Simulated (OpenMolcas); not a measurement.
Cr4+ (d2) among equal point charges was computed by CASSCF with the d shell active (OpenMolcas, ANO-RCC-VDZP on the metal). Its lowest spin-free states, and all those of the highest spin:

| 2S+1 | Degeneracy | E (cm-1) |
| --- | --- | --- |
| 3 | 1 | 0.0 |
| 3 | 3 | 5307 |
| 3 | 3 | 9310 |
| 1 | 2 | 17822 |
| 1 | 3 | 22748 |
| 3 | 3 | 25685 |
| 1 | 1 | 27727 |
| 1 | 3 | 29778 |
| 1 | 2 | 33213 |
| 1 | 3 | 33966 |
| 1 | 1 | 67922 |

Q: Is the site octahedral, tetrahedral or cube-like, axial, or of lower symmetry?

A: The states with 2S+1 = 3 have orbital degeneracies 1, 3, 3, 3. Threefold states need a cubic site. For d2 at this spin an octahedron puts the threefold T1 below the threefold T2 and a tetrahedron or cube puts the single A2 below the threefold T2, so the site is a tetrahedron or a cube, which this pattern cannot tell apart. The first gap at this spin, 5310 cm-1, is |10Dq| in ligand-field theory. The run had Cr4+ among 8 point charges of -1.6 e arranged as a cube (Oh), 1.69 Å from the ion.

Without dynamic correlation the repulsion within the d shell is too large (B by tens of per cent), so at a given field states of lower spin stand too high. This is an electrostatic model: the charges have no orbitals. No measured value stands beside these numbers.
